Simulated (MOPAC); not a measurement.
Input file for MOPAC: PM7 on GeC+, 2S+1 = 4, a spin state set in the input, which need not be the lowest, a point of a bond scan (R = 2.092 Å). Charge +1.

```
PM7 1SCF PRECISE CHARGE=1 UHF MS=1.5 THREADS=1
CGe

C      0.00000000 1     0.00000000 1     0.00000000 1
Ge     0.00000000 1     0.00000000 1     2.09189100 1
```

Output:

```
*******************************************************************************
 **                                                                           **
 **                              MOPAC v23.2.5                                **
 **                                                                           **
 *******************************************************************************
 ** MOPAC's Digital Object Identifier: https://doi.org/10.5281/zenodo.6511958 **
 **                                                                           **
 ** Please cite the open-source release paper for use of this MOPAC version:  **
 ** J. E. Moussa and J. J. P. Stewart (2026)                                  **
 ** MOPAC: An open-source semiempirical molecular orbital program             **
 ** J. Open Source Softw., 11(119), 8025, https://doi.org/10.21105/joss.08025 **
 *******************************************************************************

                              PM7 CALCULATION RESULTS

 *******************************************************************************
 *  PM7        - The PM7 Hamiltonian to be used
 *  UHF        - UNRESTRICTED HARTREE-FOCK CALCULATION
 *
 *
 *
 *                 CHARGE ON SYSTEM = +1
 *
 *
 *
 *  MS=        - IN MECI, MAGNETIC COMPONENT OF SPIN =  1.5
 *  PRECISE    - TIGHTER CRITERIA TO BE USED
 *  1SCF       - DO 1 SCF AND THEN STOP
 *  THREADS=1  - MULTI-THREADING NOT USED
 *  T=         - A TIME OF 172800.0 SECONDS REQUESTED
 *  DUMP=N     - RESTART FILE WRITTEN EVERY 7200.0 SECONDS REQUESTED
 *******************************************************************************
PM7 1SCF PRECISE CHARGE=1 UHF MS=1.5 THREADS=1
 CGe

   ATOM   CHEMICAL          X               Y               Z
  NUMBER   SYMBOL      (ANGSTROMS)     (ANGSTROMS)     (ANGSTROMS)

     1       C          0.00000000  *   0.00000000  *   0.00000000  *
     2      Ge          0.00000000  *   0.00000000  *   2.09189100  *



          CARTESIAN COORDINATES

    NO.       ATOM           X           Y           Z

     1         C          0.0000      0.0000      0.0000
     2        Ge          0.0000      0.0000      2.0919

 General Reference for PM7:
 "Optimization of Parameters for Semiempirical Methods VI: More Modifications to the
 NDDO Approximations and Re-optimization of Parameters", J. J. P. Stewart, J. Mol. Mod., 1:32, 19 (2013)
 https://link.springer.com/article/10.1007/s00894-012-1667-x

           Empirical Formula: C Ge  =     2 atoms



      MOLECULAR POINT GROUP   :   C*v


          UHF CALCULATION, NO. OF ALPHA ELECTRONS =    5
                           NO. OF BETA  ELECTRONS =    2

 -------------------------------------------------------------------------------
 PM7 1SCF PRECISE CHARGE=1 UHF MS=1.5 THREADS=1
 CGe



     1SCF WAS SPECIFIED, SO BFGS WAS NOT USED
     SCF FIELD WAS ACHIEVED


                              PM7 CALCULATION
                                                       MOPAC v23.2.5 Linux




          FINAL HEAT OF FORMATION =        364.37805 KCAL/MOL =    1524.55776 KJ/MOL


          COSMO AREA              =         93.06 SQUARE ANGSTROMS
          COSMO VOLUME            =         80.51 CUBIC ANGSTROMS

          IONIZATION POTENTIAL    =         13.188638 EV
          ALPHA SOMO LUMO (EV)    =        -13.189 -6.441
          BETA  SOMO LUMO (EV)    =        -18.780 -6.439
          NO. OF ALPHA ELECTRONS  =          5
          NO. OF BETA  ELECTRONS  =          2
          MOLECULAR WEIGHT        =         84.6010         POINT GROUP:  C*v

          MOLECULAR DIMENSIONS (Angstroms)

            Atom       Atom       Distance
           Ge     2    C     1     2.09189
           Ge     2    C     1     0.00000
            C     1   Ge     2     0.00000


          SCF CALCULATIONS        =          1





   ATOM   CHEMICAL          X               Y               Z
  NUMBER   SYMBOL      (ANGSTROMS)     (ANGSTROMS)     (ANGSTROMS)

     1       C          0.00000000  *   0.00000000  *   0.00000000  *
     2      Ge          0.00000000  *   0.00000000  *   2.09189100  *

                             CARTESIAN COORDINATES

   1    C        0.000000000     0.000000000     0.000000000
   2   Ge        0.000000000     0.000000000     2.091891000


           Empirical Formula: C Ge  =     2 atoms



      MOLECULAR POINT GROUP   :   C*v


          ALPHA EIGENVALUES
 -24.46118 -20.93542 -13.30238 -13.18864 -13.18864  -6.44131  -6.44131  -4.17379


           BETA EIGENVALUES
 -23.66534 -18.78038  -6.43854  -6.43854  -5.26429  -2.31345  -2.31345  -2.15976


              NET ATOMIC CHARGES AND DIPOLE CONTRIBUTIONS

  ATOM NO.   TYPE          CHARGE      No. of ELECS.   s-Pop       p-Pop
    1          C          -0.119185        4.1192     1.73770     2.38148
    2         Ge           1.119185        2.8808     1.94937     0.93144
 DIPOLE           X         Y         Z       TOTAL
 POINT-CHG.     0.000     0.000     2.624     2.624
 HYBRID        -0.000     0.000    -0.750     0.750
 SUM           -0.000     0.000     1.874     1.874


          ATOMIC ORBITAL ELECTRON POPULATIONS

     Atom    s        px        py        pz
    1  C   1.73770   0.84075   0.84075   0.69998
    2 Ge   1.94937   0.15925   0.15925   0.61295


                    (SZ)    =    1.500000
                    (S**2)  =    3.758898


          ATOMIC ORBITAL SPIN POPULATIONS

    Atom   Total    s     px     py     pz
         Atomic
    1  C  2.3908  0.102  0.841  0.841  0.607
    2 Ge  0.6092 -0.013  0.159  0.159  0.303

 **********************
 *                    *
 * JOB ENDED NORMALLY *
 *                    *
 **********************




 == MOPAC DONE ==
```

The run finished.

Cost: roughly 0.010 core-seconds.
